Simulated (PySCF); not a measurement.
# Computed properties of ZrF4, SMILES [F][Zr]([F])([F])[F], multiplicity 1

ZrF₄, SMILES [F][Zr]([F])([F])[F], multiplicity 1. Geometry: B3LYP-D3(BJ)/def2-SVP. The spin state was assumed, not searched. The isomer is the one that the SMILES or the coordinates give; other isomers of the formula were not compared. The def2 effective core potentials stand for the cores of Zr; spin–orbit coupling is left out. Other conformers were not sampled. All values are computed for the isolated molecule unless a solvent is named; none is compared with measurement here.

**Structure.** The optimised structure has Td symmetry. All 9 harmonic modes at B3LYP-D3(BJ)/def2-SVP (PySCF) are real, so it is a minimum. With heavy atoms numbered as in [Zr:1]([F:2])([F:3])([F:4])[F:5], the shortest bond between them is Zr1–F2 at 1.904 Å and the longest Zr1–F5 at 1.904 Å.

**Vibrations.** The strongest infrared lines (harmonic, unscaled, degenerate partners summed) lie at 704 cm⁻¹ (539 km/mol, F 76 %, Zr 24 %), 169 cm⁻¹ (89 km/mol, F 79 %, Zr 21 %). The softest mode is at 157 cm⁻¹ and the zero-point energy is 5.2 kcal/mol.

**Electronic structure.** B3LYP/def2-TZVPD (PySCF) places the frontier levels at -11.92 and -1.71 eV, a gap of 10.21 eV, and gives a dipole moment of 0.00 D and a mean polarisability of 36.2 bohr³. PBE/def2-TZVPD (PySCF) at the same geometry gives -10.18 and -2.32 eV, so its gap is 2.35 eV narrower. An orbital gap is neither the optical nor the fundamental gap.

**Excitations.** TDA-CAM-B3LYP/def2-SVPD (PySCF) has S1 at 9.15 eV (135 nm, f = 0.000, dark); the most intense of the 10 singlets computed lies at 9.75 eV (f = 0.03). Strengths of degenerate partners are summed. T1 (TDA) is at 8.77 eV, 0.38 eV under S1. TDA-PBE/def2-SVPD (PySCF) puts S1 at 7.85 eV. No vertical singlet excitation falls in the visible range (under 3.1 eV).
